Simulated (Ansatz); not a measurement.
`BN[SiH2]Cl` + `BNCC` → `BN(CC)[SiH2]Cl` + `BN`  (ligand exchange at the Si–N bond)

Calculated with Ansatz (gas phase, PBE0-D4/def2-TZVP geometries, no zero-point term in ΔE). CCSD(T)/CBS adds triple-zeta CCSD(T) − MP2 to the extrapolated MP2 energy (def2 sets, frozen cores). This one scheme is used for every species. DFT in def2-TZVPP. One conformer a species, not always the lowest.

`BN[SiH2]Cl`:

```xyz
9

B    -1.278   -0.187   -0.912
N    -0.270    0.550   -0.274
Si    0.893   -0.085    0.838
Cl    2.753   -0.206   -0.028
H    -1.371   -1.357   -0.678
H    -2.024    0.363   -1.668
H    -0.205    1.535   -0.497
H     1.037    0.828    1.994
H     0.465   -1.442    1.225
```

`BNCC`:

Z-matrix (Å, degrees):
```
C
N 1 1.448
C 1 1.517 2 112.7
H 1 1.092 2 107.3 3 -121.6
H 1 1.097 2 109.8 3 122.5
B 2 1.383 1 127.1 3 117.0
H 2 1.009 1 113.6 3 -61.7
H 3 1.094 1 111.1 2 59.7
H 3 1.092 1 110.7 2 -60.3
H 3 1.093 1 110.7 2 179.3
H 6 1.197 2 118.9 1 -179.2
H 6 1.199 2 118.9 1 0.9
```

`BN(CC)[SiH2]Cl`:

```xyz
15

B    -0.692    1.243   -1.240
N     0.085    0.334   -0.512
C    -0.466   -0.954   -0.071
C    -1.076   -0.876    1.314
Si    1.740    0.675   -0.127
Cl    2.986   -0.549   -1.216
H    -1.825    0.958   -1.512
H    -0.212    2.286   -1.577
H     0.324   -1.712   -0.095
H    -1.220   -1.267   -0.797
H    -1.896   -0.155    1.330
H    -0.336   -0.565    2.056
H    -1.468   -1.850    1.616
H     2.012    0.355    1.293
H     2.045    2.078   -0.461
```

`BN`:

Cartesian coordinates in Å:
```
B -0.674 0.095 0.053
N 0.693 -0.097 -0.054
H -1.305 0.337 -0.935
H -1.189 0.013 1.130
H 1.284 -0.304 0.733
H 1.191 -0.043 -0.926
```

| level | ΔE (kcal/mol) | difference from CCSD(T)/CBS |
| --- | --- | --- |
| PBE-D4 | 0.5 | 0.1 |
| r2SCAN-D4 | 0.8 | 0.4 |
| PBE0-D4 | 0.6 | 0.2 |
| ωB97X-V | 0.6 | 0.2 |
| B2PLYP | 1.5 | 1.1 |
| PBE | 1.9 | 1.5 |
| r2SCAN | 1.2 | 0.8 |
| HF/def2-TZVPP | 3.2 | 2.8 |
| MP2/def2-TZVPP | -0.2 | -0.6 |
| SCS-MP2/def2-TZVPP | 0.4 | 0.0 |
| CCSD/def2-TZVPP | 0.8 | 0.4 |
| CCSD(T)/def2-TZVPP | 0.3 | -0.1 |
| MP2/def2-QZVPP | -0.1 | -0.5 |
| SCS-MP2/def2-QZVPP | 0.5 | 0.1 |
| HF/CBS(def2) | 3.3 | 2.9 |
| CCSD/CBS(def2) | 0.9 | 0.5 |
| CCSD(T)/CBS | 0.4 | 0 |

Largest T1 diagnostic among the species: 0.012.

In def2-TZVPP, CCSD(T) changes the Hartree–Fock value by −3.0 kcal/mol (the triples alone add −0.5 kcal/mol) and MP2 by −3.5 kcal/mol. The D4 term adds −2.2 kcal/mol with B3LYP and −1.3 kcal/mol with PBE0; it sums over pairs of atoms, weighted by their polarisabilities, and B3LYP, whose exchange is more repulsive, gets the larger term.

B3LYP here is the variant with VWN-RPA as its local correlation; programs differ in this.
